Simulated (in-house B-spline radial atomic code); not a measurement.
How numerical settings move a run on the beryllium ion Be²⁺, 1s2. Computed with a B-spline radial code for spherical atoms: non-relativistic r2SCAN0, spin-polarised, spherical fractional occupations, point nucleus.

Command:
```bash
python run_scf.py task.json out
```
Settings of the sound reference run:
```
Z                4
electrons        2
configuration    1s2
hamiltonian      nr
method           r2scan0
spin_polarised   True
knot_spacing     0.22
spline_order     8
gauss_points     12
box_radius       22.22
max_iterations   70
damping          0.5
damped_steps     3
diis_vectors     10
tolerance        1e-08
start            Thomas-Fermi
```

Time taken, with all properties: 0.13 s on 1 thread of Arm Neoverse V2, on a shared host.

It converges in 7 iterations to -13.656300 hartree, with 1s up at -139.588 eV. The other runs change the listed settings, some to values that make no sense; their results aren't properties of the atom or ion. Radii are in bohr (the nuclear one in fm), a minus after a letter asks for a j subshell, and «unchanged» means within 1e-8 hartree. The run stops when the residual is below 10 × tolerance × max(1, Z/10), or a noise floor if that is larger, and the energy moves by less than 1e-8 × √|E| hartree; so very loose and very tight tolerances often act alike.

```tsv
changed settings	outcome
electrons = 3, configuration = 1s2 2s-1, max_iterations = 75	stopped with error: j subshells need the Dirac Hamiltonian and l > 0
electrons = 3, configuration = 1s2 1p1, max_iterations = 75	stopped with error: there is no 1p shell
damped_steps = 1	converged in 5 iterations, energy unchanged
first_knot = 0.00025	converged in 6 iterations, energy unchanged, 1s up level +1.6e-05 eV
knot_spacing = 0.1, box_radius = 6.67, max_iterations = 50, damped_steps = 1, tolerance = 1e-10	converged in 6 iterations, energy unchanged
gauss_points = 4, box_radius = 11.11, max_iterations = 50	converged in 7 iterations, energy unchanged
damped_steps = 8	converged in 11 iterations, energy unchanged, 1s up level +6.0e-07 eV
spline_order = 3, max_iterations = 60, damped_steps = 1	converged in 5 iterations, energy +1.81e-04 hartree from the reference, 1s up level +1.3e-03 eV
```

(1) What happens with first_knot = 0.75?

(2) What happens with hamiltonian = dirac, method = hf, spin_polarised = False, nucleus = fermi, rms_radius = 2.519, mass_number = 9, atomic_mass = 9.012183, speed_of_light = 3.001088?

(3) What happens with spline_order = 4, box_radius = 2.22, max_iterations = 60, damping = 0.95, damped_steps = 1?

(4) What happens with max_iterations = 3, damping = 0.2, diis_vectors = 2?

## Answers

(1) Converged in 9 iterations, energy +5.78e-05 hartree from the reference, 1s up level +1.3e-03 eV.

(2) Stopped with error: Z/c is past the critical charge.

(3) Converged in 5 iterations, energy +1.05e-03 hartree from the reference, 1s up level +5.0e-02 eV (the program warns: 1s up reaches the box edge; 1s down reaches the box edge).

(4) Not converged after 3 iterations, last residual 1.0e-04, last energy +1.00e-07 hartree from the reference.
